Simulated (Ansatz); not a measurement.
One change: `O/C=C\Cl` becomes `O/C=C\I`.

Ansatz, PBE0-D4/def2-TZVP geometries, multiplicity 1. Each molecule was computed in one conformer, which needn't be the lowest.

Elements past krypton have def2 core potentials.

```csv
property,`O/C=C\Cl`
HOMO–LUMO gap (PBE0/def2-TZVPP) / eV,7.24
HOMO energy (PBE0/def2-TZVPP) / eV,-6.80
HOMO energy (PBE/def2-TZVPP) / eV,-5.58
zero-point energy (PBE0-D4/def2-TZVP) / kJ/mol,127.5
HOMO–LUMO gap (ωB97M-V/def2-TZVPP) / eV,11.60
HOMO–LUMO gap (B3LYP/def2-TZVPP) / eV,6.77
```

Q: What does the change do to each property? (An estimate is asked.)

A: The calculation gave: 
| property | `O/C=C\I` | shift |
| --- | --- | --- |
| HOMO–LUMO gap (PBE0/def2-TZVPP) / eV | 6.01 | -1.23 |
| HOMO energy (PBE0/def2-TZVPP) / eV | -6.69 | 0.11 |
| HOMO energy (PBE/def2-TZVPP) / eV | -5.56 | 0.02 |
| zero-point energy (PBE0-D4/def2-TZVP) / kJ/mol | 124.5 | -3.0 |
| HOMO–LUMO gap (ωB97M-V/def2-TZVPP) / eV | 10.11 | -1.49 |
| HOMO–LUMO gap (B3LYP/def2-TZVPP) / eV | 5.54 | -1.23 |

With PBE0 the HOMO rises by 0.11 eV and the LUMO falls by 1.10 eV, so the gap narrows by about 1.21 eV. PBE moves the HOMO by 0.02 eV and ωB97M-V by 0.19 eV.

B3LYP here is the variant with VWN-RPA as its local correlation; programs differ in this.

Spin–orbit coupling is left out; it splits and shifts lone-pair levels of the heavy atoms by tenths of an eV.
